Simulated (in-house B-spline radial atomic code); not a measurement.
Values are calculated unless marked as measured or tabulated.
W in an electron gas of r_s = 2.4: phase shifts, screening, friction and resistivity

A nucleus sits in a uniform electron gas with a rigid positive background. The Kohn-Sham equations are solved self-consistently in the spin-unpolarised LDA (PW92), non-relativistic, on B-splines with outgoing waves at the boundary and partial waves to l = 8. The model has no lattice, no bands and no magnetic solution. Atomic units; δ_l are the phase shifts at the Fermi level, counted so that each bound state adds π, and good to about 0.0005. Heavy atoms are models without relativity.

The density parameter is r_s = 2.4 bohr, near that of the valence electrons of In (3 per atom, density 7.31 g/cm³, mass 114.82 u, which gives r_s = 2.41).

| l | δ_l (rad) |
| --- | --- |
| 0 | 15.1305 |
| 1 | 12.3925 |
| 2 | 8.3707 |
| 3 | 3.1498 |
| 4 | 0.0020 |
| 5 | -0.0001 |
| 6 | -0.0003 |
| 7 | -0.0004 |
| 8 | -0.0004 |

Bound levels below the band bottom (hartree): p -13.89, d -8.278, s -1.813, f -0.9509, p -0.9344 and deeper ones.

Task: Check the Friedel sum rule, and say where the screening charge sits.

Result: k_F = (9π/4)^(1/3)/r_s = 0.79965. The rule is Z = (2/π) Σ (2l + 1) δ_l. The terms are s 9.632, p 23.668, d 26.645, f 14.037 and 0.000 beyond, in all 73.982 against Z = 74. Bound states hold 10 s, 24 p, 20 d and 14 f electrons, so the scattering states carry 5.98 in all; where a term is smaller than its bound count, the bound level has drawn weight out of the band.

Task: Find the transport cross section and the electronic stopping of a 10 keV W ion (mass 183.84 u).

Result: σ_tr = (4π/k_F²) Σ (l + 1) sin²(δ_l − δ_(l+1)). The terms for l = 0 to 3 are 0.1542, 1.1885, 2.2889, 0.0002, all together 3.6317, so σ_tr = 19.652 × 3.6317 = 71.372 bohr². With n = 3/(4π r_s³) = 0.01727, the friction coefficient is Q = n k_F σ_tr = 0.9856. For v well below v_F = 0.800, dE/dx = Q v; with 24801 eV per u at v = 1, v = √(10000/(24801 × 183.84)) = 0.0468, so dE/dx = 0.04616 hartree/bohr = 23.7 eV/nm. The largest term couples the d and f waves.

Task: What residual resistivity would 1 atomic per cent of such centres give in In?

Result: Δρ = k_F n_i σ_tr/n in atomic units of 21.74 μΩ·cm. With one host atom per 3 electrons, n_i/n = 0.01/3, so Δρ = 0.7996 × 0.00333 × 71.372 × 21.74 = 4.14 μΩ·cm. This is an atom added to the gas, as on an interstitial site.

Task: On a substitutional site the background of one host ion, a sphere holding 3 charges, is taken out. The phase shifts for l = 0 to 4 become 14.7880, 12.0835, 7.8073, 3.0846, -0.0129. What follows?

Result: The Friedel sum is now 70.99, for Z − 3 = 71. The sum in σ_tr is 4.8302, so σ_tr = 94.92 bohr² and Δρ = 5.50 μΩ·cm per atomic per cent, 1.33 times the value above. A real host ion scatters too, so this model doesn't give zero even for the host's own atom.
